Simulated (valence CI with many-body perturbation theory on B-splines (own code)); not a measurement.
**Forbidden lines of Ho34+**

Level of theory: valence CI with perturbative core correlation (CI+MBPT): five valence electrons over a frozen Dirac-Fock core [Ar] 3d10, radial functions for each j: 9 s, 9 p, 8 d, 6 f, 3 g, 1 h, with the one-electron correlation potential Σ1, the two-electron term Σ2, the three-electron term Σ3, Breit, model QED; selected CI, second order for the rest (own B-spline code, finite nucleus).

The last digits are not significant, and no measured levels were compared; by estimate large intervals hold to a few tenths of a per cent, small ones and those within an open d or f shell to about a per cent. Among the levels kept, up to 300 cm⁻¹ of a level comes from second order outside the variational space, and about a tenth of that is noise between levels of different J, which matters for small intervals.

Lines 1 to 19 of 19 in falling wavelength, among levels below 2269100 cm⁻¹, chosen from the decays that carry over 1 % of a level's rate. Wavelengths and rates use the calculated energies. Electric multipoles are in the length gauge, E1 and E2 with the static RPA response of the core. Weak lines are less certain than strong ones. Lines between different terms over intervals too small for the method are left out, as are lines whose strength nearly cancels. Branching is blank where the lifetime is uncertain.

Levels are named by their leading jj configuration (3d3/2^4 stands for four electrons in 3d with j = 3/2), which in mixed levels can hold well under half, so a name can repeat and another be missing. Letters in brackets count levels of one name in rising energy.

| λ vac (nm) | Upper | Lower | Type | A (s⁻¹) | Branch % |
| --- | --- | --- | --- | --- | --- |
| 243.8 | (4s^2 4p1/2 4p3/2 4d5/2) J=9/2 | (4s^2 4p1/2 4p3/2 4d5/2) J=7/2 [a] | M1 | 3.15e+02 |  |
| 101.3 | (4s^2 4p1/2 4p3/2 4d5/2) J=9/2 | (4s^2 4p1/2 4p3/2 4d3/2) J=7/2 | M1 | 1.16e+04 |  |
| 29.35 | (4s^2 4p3/2^2 4d5/2) J=9/2 | (4s^2 4p1/2 4p3/2 4d5/2) J=7/2 [b] | M1 | 3.44e+05 | 21.5 |
| 25.99 | (4s^2 4p1/2 4p3/2 4d5/2) J=9/2 | (4s^2 4p1/2^2 4d5/2) J=5/2 | E2 | 7.10e+03 |  |
| 24.63 | (4s^2 4p1/2 4p3/2^2) J=3/2 | (4s^2 4p1/2^2 4p3/2) J=3/2 | M1 | 1.33e+06 | 99.5 |
| 24.25 | (4s^2 4p3/2^3) J=3/2 | (4s^2 4p1/2 4p3/2^2) J=1/2 | M1 | 3.37e+05 | 12.0 |
| 23.39 | (4s^2 4p3/2^2 4d5/2) J=9/2 | (4s^2 4p1/2 4p3/2 4d5/2) J=9/2 | M1 | 6.25e+05 | 39.1 |
| 22.53 | (4s^2 4p1/2 4p3/2^2) J=5/2 | (4s^2 4p1/2^2 4p3/2) J=3/2 | M1 | 2.40e+05 | 89.4 |
| 22.53 | (4s^2 4p1/2 4p3/2^2) J=5/2 | (4s^2 4p1/2^2 4p3/2) J=3/2 | E2 | 2.83e+04 | 10.5 |
| 21.74 | (4s^2 4p3/2^3) J=3/2 | (4s^2 4p1/2 4p3/2^2) J=5/2 | M1 | 4.46e+05 | 15.9 |
| 21.74 | (4s^2 4p3/2^3) J=3/2 | (4s^2 4p1/2 4p3/2^2) J=5/2 | E2 | 5.96e+04 | 2.1 |
| 21.34 | (4s^2 4p3/2^2 4d5/2) J=9/2 | (4s^2 4p1/2 4p3/2 4d5/2) J=7/2 [a] | M1 | 5.27e+05 | 33.0 |
| 20.35 | (4s^2 4p1/2 4p3/2^2) J=1/2 | (4s^2 4p1/2^2 4p3/2) J=3/2 | M1 | 9.56e+05 | 96.7 |
| 20.35 | (4s^2 4p1/2 4p3/2^2) J=1/2 | (4s^2 4p1/2^2 4p3/2) J=3/2 | E2 | 3.29e+04 | 3.3 |
| 20.09 | (4s^2 4p3/2^3) J=3/2 | (4s^2 4p1/2 4p3/2^2) J=3/2 | M1 | 1.93e+06 | 69.0 |
| 19.00 | (4s^2 4p3/2^2 4d5/2) J=9/2 | (4s^2 4p1/2 4p3/2 4d3/2) J=7/2 | M1 | 4.29e+04 | 2.7 |
| 18.40 | (4s^2 4p1/2 4p3/2 4d5/2) J=9/2 | (4s 4p1/2^2 4p3/2^2) J=5/2 | E2 | 3.19e+03 |  |
| 10.30 | (4s^2 4p3/2^2 4d5/2) J=9/2 | (4s 4p1/2^2 4p3/2^2) J=5/2 | E2 | 1.88e+04 | 1.2 |
| 8.795 | (4s^2 4p1/2 4p3/2 4d5/2) J=9/2 | (4s^2 4p1/2 4p3/2^2) J=5/2 | M2 | 3.23e+03 |  |
